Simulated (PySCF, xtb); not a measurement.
C4H5BO, SMILES C#CB1COC1.

Geometry: PBE0-D3(BJ)/def2-SVP. The structure was generated by enumeration, and PubChem lists no compound with its InChIKey, so it may never have been made.

Level of theory: IEF-PCM-M06-2X/def2-SVP (PySCF).

The values are the electrostatic part of the solvation free energy, E(continuum) − E(gas) at the gas-phase geometry, in a cavity of scaled van der Waals radii (PySCF's table); cavitation and dispersion terms are not included. In vacuum the orbital gap is 7.63 eV. The dipole moment in vacuum is 2.55 D.

Computed values in water (ε = 78.36), n-hexane (ε = 1.88), chloroform (ε = 4.71):
```csv
solvent,ε,ΔG(elec) (kcal/mol),dipole (D),gap (eV)
water,78.36,-5.4,3.10,7.86
n-hexane,1.88,-1.9,2.74,7.71
chloroform,4.71,-3.8,2.93,7.79
```

For comparison, GFN2-xTB/ALPB(water) (xtb, at the GFN2-xTB geometry, all terms of that model) gives -2.9 kcal/mol.
